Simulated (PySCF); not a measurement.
Bonds (- single, = double, # triple, : aromatic): B1-O2, O2-C3, C3=C4, C4-C5, C5-C6, C6-C7, C4-C8, C8=O9, O9-B1, C7-C5. B1 carries H10, H11; C3 carries H12; C5 carries H13; C6 carries H14, H15; C7 carries H16, H17; C8 carries H18. Formal charges: B1 -1, O9 +1. H15, H17 are cis to C4 on the ring; H14, H16 are trans to C4 on the ring.

Theoretical values (PySCF 2.14.0 with density-fitted response routines): σ from GIAO-PBE0/pcSseg-1, geometry from PBE0-D3(BJ)/def2-SVP. One averaged value for each set of equivalent atoms, one computed conformer, relativity neglected, isolated molecule.

Problem. List the cross peaks expected in HSQC, COSY and HMBC spectra.

Solution. 

HSQC (one-bond C–H):
```csv
δH,δC
7.43 (H12),185.1 (C3)
6.89 (H18),181.5 (C8)
0.79 (H14/H16),9.1 (C6/C7)
0.70 (H13),8.8 (C5)
0.18 (H15/H17),9.1 (C6/C7)
```

COSY cross peaks (H two or three bonds apart, from the bond graph; peaks can be absent where the dihedral angle is near 90°):
```csv
δH,δH
0.79 (H14/H16),0.70 (H13)
0.79 (H14/H16),0.18 (H15/H17)
0.70 (H13),0.18 (H15/H17)
```

HMBC (two and three bonds, from the bond graph):
```csv
δH,δC
7.43 (H12),"181.5 (C8), 113.4 (C4), 8.8 (C5)"
6.89 (H18),"185.1 (C3), 113.4 (C4), 8.8 (C5)"
4.27 (H10/H11),"185.1 (C3), 181.5 (C8)"
0.79 (H14/H16),"113.4 (C4), 9.1 (C6/C7), 8.8 (C5)"
0.70 (H13),"185.1 (C3), 181.5 (C8), 113.4 (C4), 9.1 (C6/C7)"
0.18 (H15/H17),"113.4 (C4), 9.1 (C6/C7), 8.8 (C5)"
```

Scale: TMS for $^{1}$H, $^{13}$C (reference shieldings calculated alike).

Short H···H contacts in this conformer between protons four or more bonds apart (candidates for NOE cross peaks, intensity ∝ r⁻⁶): H12···H13 2.38 Å, H15···H18 2.42 Å.

Hydrogens on boron are broadened and split by $^{11}$B (spin 3/2, 80 %) and 10B (spin 3). Shifts are as computed. Against solution values, carbons near 30 ppm lie about +2 ppm off and those near 130 ppm about +5 ppm. Of 1211 compounds with measured shifts, 218 miss one by over three times the rms of a fit or turn the order of signals round; such compounds aren't used in these exercises.
